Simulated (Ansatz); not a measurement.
Relaxation of C$_{3}$H$_{9}$ISi (14 atoms, charge 0, multiplicity 1), to a largest force component of 0.015 eV/Å in at most 40 steps.

Level of theory: Ansatz 0.2.0, RKS PBE/def2-SVP.

```xyz
14
Properties=species:S:1:pos:R:3
C -1.326 0.528 0.421
C 0.008 0.270 -0.186
C 1.083 0.664 0.798
Si 0.262 -1.474 -0.885
I 0.259 1.568 -2.010
H -1.460 1.637 0.716
H -1.536 -0.045 1.298
H -2.144 0.393 -0.312
H 2.123 0.548 0.432
H 1.028 1.713 1.143
H 1.049 0.049 1.739
H 0.063 -2.453 0.247
H 1.479 -1.662 -1.509
H -0.899 -1.764 -1.864
```

Task: Where does it end, and by what steps?

Result: The forces met the threshold. After 5 steps the energy has fallen by 0.362 eV; H13 moved furthest, 0.08 Å.

| step | energy less start (eV) | largest force component (eV/Å) | accepted |
| --- | --- | --- | --- |
| 0 | 0.0000 | 3.330 | yes |
| 1 | -0.3152 | 0.921 | yes |
| 2 | -0.3441 | 0.147 | yes |
| 3 | -0.3594 | 0.099 | yes |
| 4 | -0.3617 | 0.067 | yes |
| 5 | -0.3622 | 0.006 | yes |

```xyz
14
Properties=species:S:1:pos:R:3
C -1.373 0.571 0.400
C 0.017 0.309 -0.176
C 1.130 0.667 0.806
Si 0.195 -1.473 -0.867
I 0.262 1.602 -1.999
H -1.484 1.624 0.733
H -1.525 -0.080 1.290
H -2.182 0.351 -0.323
H 2.140 0.512 0.378
H 1.054 1.722 1.141
H 1.039 0.021 1.708
H 0.046 -2.436 0.289
H 1.552 -1.664 -1.481
H -0.885 -1.755 -1.871
```

Time of the run: 24 s on 2 threads of Arm Neoverse V1, with other jobs on the host, peak memory 0.18 GiB.
